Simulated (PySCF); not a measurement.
A PySCF script (with the pyscf-properties extension) for the NMR shieldings of SMILES C[C@@H](CCl)Cc1ncns1, C6H9ClN2S, on a GFN2-xTB geometry:

```python
import basis_set_exchange as bse
import numpy as np
from pyscf import gto, dft
from pyscf.prop import nmr

atoms = """
C    -2.141324    1.290430   -0.099676
C    -0.800056    0.657210    0.254252
C    -0.965041   -0.436025    1.304884
Cl   -1.923167   -1.811615    0.690521
C    -0.116378    0.110739   -1.008877
C     1.231284   -0.427757   -0.714117
N     2.130535    0.145008    0.022933
C     3.233354   -0.620750    0.074177
N     3.242361   -1.749722   -0.574544
S     1.812498   -1.956813   -1.330166
H    -2.609529    1.707078    0.788648
H    -2.005866    2.089632   -0.823632
H    -2.809466    0.545438   -0.524603
H    -0.140927    1.412714    0.694735
H    -1.491864   -0.056076    2.179820
H     0.001293   -0.839127    1.607189
H    -0.732165   -0.669939   -1.457774
H    -0.016323    0.925591   -1.731776
H     4.090977   -0.306768    0.640544
"""
names = dict.fromkeys(["C", "Cl", "N", "S", "H"], "pcSseg-1")
basis = {el: gto.basis.parse(bse.get_basis(n, elements=[el], fmt="nwchem")) for el, n in names.items()}
mol = gto.M(atom=atoms, basis=basis, charge=0, verbose=0)
mf = dft.RKS(mol, xc="PBE0")
mf.grids.level = 2
mf.grids.alignment = dft.numint.BLKSIZE   # the property module wants whole blocks of grid points
mf.conv_tol = 1e-9
mf.kernel()

calc = nmr.RKS(mf)   # GIAO
C = mf.mo_coeff
Co = C[:, mf.mo_occ > 0]
resp = mf.gen_response(singlet=True, hermi=2)
def vind(x):   # induced exchange potential for any number of trial vectors
    d = np.einsum("pi,xij,qj->xpq", C, 2 * x.reshape(-1, C.shape[1], Co.shape[1]), Co, optimize=True)
    return np.einsum("xpq,pi,qj->xij", resp(d - d.transpose(0, 2, 1)), C, Co, optimize=True).ravel()
mo1, _ = nmr.rhf.solve_mo1(calc, with_cphf=vind)
sigma = calc.kernel(mo1)
for i, s in enumerate(sigma):   # ppm
    w = np.linalg.eigvalsh((s + s.T) / 2)
    print("%2d %-2s iso %8.1f  s11 %8.1f  s22 %8.1f  s33 %8.1f" % (i, mol.atom_pure_symbol(i), w.mean(), *w))
```

Q: What are the results?

A: 
```
 0 C  iso    167.4  s11    147.7  s22    164.4  s33    190.0
 1 C  iso    148.3  s11    141.0  s22    149.7  s33    154.3
 2 C  iso    132.1  s11     99.7  s22    136.2  s33    160.5
 3 Cl iso    932.3  s11    837.8  s22    883.0  s33   1076.1
 4 C  iso    149.9  s11    124.7  s22    148.8  s33    176.1
 5 C  iso    -13.2  s11   -101.3  s22    -30.7  s33     92.4
 6 N  iso    -67.0  s11   -308.1  s22   -109.6  s33    216.8
 7 C  iso     21.9  s11    -49.4  s22     32.6  s33     82.5
 8 N  iso    -55.2  s11   -266.8  s22    -97.1  s33    198.4
 9 S  iso     62.6  s11   -192.4  s22    156.4  s33    223.9
10 H  iso     30.7  s11     26.2  s22     27.3  s33     38.6
11 H  iso     30.6  s11     25.9  s22     28.4  s33     37.6
12 H  iso     30.1  s11     25.1  s22     30.6  s33     34.5
13 H  iso     28.8  s11     23.3  s22     27.9  s33     35.1
14 H  iso     28.3  s11     22.2  s22     27.3  s33     35.3
15 H  iso     28.4  s11     23.8  s22     27.9  s33     33.5
16 H  iso     28.1  s11     25.3  s22     28.5  s33     30.4
17 H  iso     28.9  s11     24.1  s22     28.3  s33     34.2
18 H  iso     23.1  s11     18.8  s22     24.3  s33     26.2
```

These numbers come from an equivalent density-fitted implementation of the same equations, which agrees with the script to about 0.01 ppm for H and up to a few tenths of a ppm for heavy atoms, so last digits may differ.

Q: Turn these shieldings into chemical shifts. Chemical shifts δ = σref − σ; TMS for 13C (σref 186.93) and 1H (σref 31.72); HCl for 35Cl (σref 949.78); 15N (σref 267.73) against NH3; 33S (σref 503.73) against CS2, all at this level.

A: Averaging equivalent atoms: C 5: 200.1; C 7: 165.0; C 2: 54.8; C 1: 38.6; C 4: 37.0; C 0: 19.5; Cl 3: 17; N 6: 334.7; N 8: 322.9; S 9: 441; H 18: 8.62; H 16: 3.63; H 14: 3.43; H 15: 3.33; H 13: 2.96; H 17: 2.85; H 10/11/12: 1.25 ppm. Experimental scales use liquid or dissolved standards, which lie at an offset from isolated NH3 (liquid NH3: subtract about 20 ppm). Unscaled 15N shifts of sp2 nitrogen come out 20 to 40 ppm too high even then.

Size and cost of the density-fitted run: 229 basis functions, 93 s wall time on 1 thread of an Arm Neoverse N1, shared host; peak memory 1 GiB.
